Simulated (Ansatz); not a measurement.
One geometry of C₁₄H₈S₂⁻, that is BTBT with one electron more, several levels of theory.

```yaml
crystal:
  periodic: [false, false, false]
  atoms:
    - {symbol: C, position_ang: [-4.347144, 1.071905, 0.657314]}
    - {symbol: C, position_ang: [-4.250642, 0.259659, -0.492515]}
    - {symbol: C, position_ang: [-3.022051, -0.231019, -0.948979]}
    - {symbol: C, position_ang: [-1.817355, 0.089992, -0.240793]}
    - {symbol: C, position_ang: [-1.938769, 0.923990, 0.935820]}
    - {symbol: C, position_ang: [-3.168448, 1.406731, 1.380216]}
    - {symbol: S, position_ang: [-0.358419, 1.226629, 1.693843]}
    - {symbol: C, position_ang: [0.467912, 0.257596, 0.466700]}
    - {symbol: C, position_ang: [1.817337, -0.090128, 0.240885]}
    - {symbol: C, position_ang: [3.022055, 0.231039, 0.948962]}
    - {symbol: C, position_ang: [4.250634, -0.259726, 0.492560]}
    - {symbol: C, position_ang: [4.347176, -1.071691, -0.657464]}
    - {symbol: C, position_ang: [3.168446, -1.406760, -1.380198]}
    - {symbol: C, position_ang: [1.938746, -0.924168, -0.935700]}
    - {symbol: S, position_ang: [0.358406, -1.226739, -1.693770]}
    - {symbol: C, position_ang: [-0.467942, -0.257826, -0.466544]}
    - {symbol: H, position_ang: [-5.325491, 1.446087, 0.996507]}
    - {symbol: H, position_ang: [-5.169052, 0.003930, -1.048280]}
    - {symbol: H, position_ang: [-2.967468, -0.863398, -1.848911]}
    - {symbol: H, position_ang: [-3.223640, 2.039545, 2.280466]}
    - {symbol: H, position_ang: [2.967490, 0.863541, 1.848809]}
    - {symbol: H, position_ang: [5.169044, -0.003986, 1.048320]}
    - {symbol: H, position_ang: [5.325553, -1.445660, -0.996807]}
    - {symbol: H, position_ang: [3.223643, -2.039562, -2.280456]}
basis:
  gaussian: {orbitals: def2-SVP, initial_orbitals: start.molden}
total_charge: -1
magnetization: {spin_polarized: true, initial_magnetization: 1}
hamiltonian: {xc: pbe, dispersion: d4}
scf: {omitted_lower_state_checks: [starts]}
output: {orbitals: {seedname: orbitals}}
```

The file start.molden holds the orbitals of an earlier run on this structure, at another level or in another basis.

```sh
$ ansatz run in.yaml --threads 4 --pin off --events-out ev --progress --plain --max-ram 6963MiB
```

It prints (some lines left out):

```
Functional definition: PBE
3086 factors; their error is unknown
mean field evaluation 1: about -36275.1515 eV, gradient 7.4e0 eV
mean field evaluation 2: about -36275.3620 eV, gradient 2.4e-1 eV
mean field evaluation 4: about -36275.1550 eV, gradient 5.8e-3 eV
mean field -36275.15495891 eV, -1333.0873565570 hartree, gradient 3.7e-5 eV, S^2 0.753506; 0 other end points of the search recorded, 0 dependent functions left out
reference -36275.15500429 eV, -1333.0873582245 hartree; 63, 62 occupied and 209, 210 virtual orbitals, 3086 factors
Total energy: -36276.30172778 eV, -1333.1294995355 hartree
Checks for a lower state left out: starts
```

Hardware: 4 threads of Arm Neoverse V1 on a shared host. Wall time 12 s, peak host memory 0.66 GiB.

The first input with `hamiltonian: {xc: pbe0, dispersion: d4}` (abridged; 22 s):

```
Functional definition: PBE0
mean field -36277.95936635 eV, -1333.1904166293 hartree, gradient 1.3e-5 eV, S^2 0.770295
Total energy: -36278.94660053 eV, -1333.2266968163 hartree
Checks for a lower state left out: starts
```

Geometry: PBE-D4/def2-SVP.

At PBE-D4/def2-SVP, PBE0-D4/def2-SVP the highest occupied level of the relaxed charge -1 doublet lies above zero (up to 1.62 eV). By energy differences its removal costs 0.30 eV (each at its own geometry, to the charge 0 singlet, at PBE-D4/def2-SVP); self-interaction error and the lack of diffuse functions both raise the level.
